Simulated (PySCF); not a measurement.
Problem. Write a Z-matrix for `C[C@@H]1[C@@H](F)[C@@H]1OC(F)F` as optimised with PBE0-D3(BJ)/def2-SVP.

Solution. 
Z-matrix in Å and degrees, rows numbered from 1:
```
C 
C   1  1.5041
C   2  1.4912  1  121.07
F   3  1.3547  2  118.69  1   142.66
C   3  1.4947  2   60.53  1  -110.24
O   5  1.3932  2  116.84  3  -110.83
C   6  1.3562  5  115.42  2   142.19
F   7  1.3524  6  110.58  5   -80.34
F   7  1.3303  6  107.45  5   162.54
H   1  1.1003  2  110.87  3   155.31
H   1  1.0986  2  111.08  3    36.03
H   1  1.1001  2  110.70  3   -84.55
H   2  1.0952  1  116.19  3   145.16
H   3  1.0946  2  119.14  5   107.94
H   5  1.0977  2  117.55  3   106.67
H   7  1.1064  6  113.19  5    40.81
```

The C–O distances run from 1.356 Å (O6–C7, drawn single) to 1.393 Å (C5–O6, drawn single), a spread of 0.037 Å. The 3 C–F bonds span 1.330 Å (C7–F9, drawn single) to 1.355 Å (C3–F4, drawn single), a spread of 0.025 Å. The 3-membered ring C2–C3–C5 has internal angles of 59.6° to 60.5°. Of the pairs four or more bonds apart, O6···H11 is among the closest relative to their van der Waals radii: 2.60 Å, 96 % of the sum of Bondi's values.

Computed, not measured: PBE0-D3(BJ)/def2-SVP geometry optimisation, gas phase (PySCF 2.14.0).

Point group: C1 (no symmetry element, even within 0.4 Å). Not checked by PBE0-D3(BJ)/def2-SVP frequencies. The numbers are those of one conformer (C3–C5–O6–C7 73°, C5–O6–C7–F8 -80°).
